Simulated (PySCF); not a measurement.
How methods differ on the ionisation energy of Ti⁺

Ti⁺ [Ar] 3d2 4s1 [3d3/2^2 4s1/2^1, M_J = 3/2] → Ti²⁺ [Ar] 3d2 [3d3/2^2, M_J = 2], as a difference of total energies. Calculation: PySCF 2.14, in x2c-TZVPall-2c (6s7p4d1f, 54 functions); the two-component X2C-1e Hamiltonian. Correlated levels: [Ne] frozen; the 6 highest virtual spinors dropped. "Screened" scales the spin-orbit matrix elements by Boettger's factors to mimic the two-electron term; Breit and QED terms are absent.

| method | ionisation energy (eV) | error (eV) |
| --- | --- | --- |
| GHF (spin-free) | 12.947 | -0.628 |
| GMP2 (spin-free) | 13.537 | -0.038 |
| GHF (screened spin-orbit) | 12.946 | -0.629 |
| GMP2 (screened spin-orbit) | 13.536 | -0.039 |

Reference: 13.575 eV (measured; NIST Atomic Spectra Database, ionization energies).

Errors of the correlated levels include the incompleteness of this basis and the frozen core.

The labels give the starting determinants; with spin-orbit coupling the two ends relaxed to ⟨J²⟩ = 6.65, ⟨L²⟩ = 12.00, ⟨S²⟩ = 3.75 and ⟨J²⟩ = 7.86, ⟨L²⟩ = 12.00, ⟨S²⟩ = 2.00.

The determinant of Ti⁺ and of Ti²⁺ mixes levels of different J (the jj label is only the starting occupation), so the difference between spin-free and spin-orbit rows is not the physical spin-orbit shift.
